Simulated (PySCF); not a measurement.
Atoms are numbered as in `[BH2:1][PH2+:2][BH2-:3][C:4]#[CH:5]`. Each H is labelled by its parent atom.

Geometry: PBE0-D3(BJ)/def2-SVP; GIAO shifts from PySCF 2.14.0 with density-fitted response routines, gas phase, non-relativistic, averaged over equivalent atoms.

At PBE0/6-31G* (88 basis functions, 7.8 s wall time on 1 thread of an Arm Neoverse V1, shared host):
| atoms | δ (ppm) |
| --- | --- |
| B1 | 90.8 |
| B3 | -34.7 |
| P2 | -83.2 |
| C5 | 85.5 |
| C4 | 82.7 |
| H(B1) | 9.29 |
| H(P2) | 4.57 |
| H(B3) | 2.51 |
| H(C5) | 1.96 |

Scale: 11B (112.25 ppm) vs BF3·OEt2; H3PO4 for 31P (376.23 ppm); 13C (194.14 ppm) and 1H (31.96 ppm) vs TMS (reference shieldings calculated alike).

Q: Predict the values at B3LYP/pcSseg-2 on the same geometry.

A: 
| atoms | δ at B3LYP/pcSseg-2 | change |
| --- | --- | --- |
| B1 | 101.8 | +11.0 |
| B3 | -40.5 | -5.8 |
| P2 | -102.9 | -19.7 |
| C5 | 94.0 | +8.5 |
| C4 | 99.7 | +17.0 |
| H(B1) | 8.89 | -0.40 |
| H(P2) | 4.67 | +0.10 |
| H(B3) | 2.39 | -0.12 |
| H(C5) | 1.96 | +0.00 |

δ = σ(ref) − σ, references computed at the same level: 11B (σref 96.39) vs BF3·OEt2; 31P (σref 283.32) against H3PO4; 13C (σref 179.19), 1H (σref 31.39) against TMS.

The largest change is at P2 (phosphorus bonded to 2 B, 2 H). Cost: 285 basis functions, 30 s wall time on 1 thread of an Arm Neoverse V1, shared host.

A carbon bonded to boron is broadened by the quadrupolar boron nucleus and is often missing from a measured spectrum. Experimental scales use liquid or dissolved standards, which lie at an offset from isolated H3PO4.
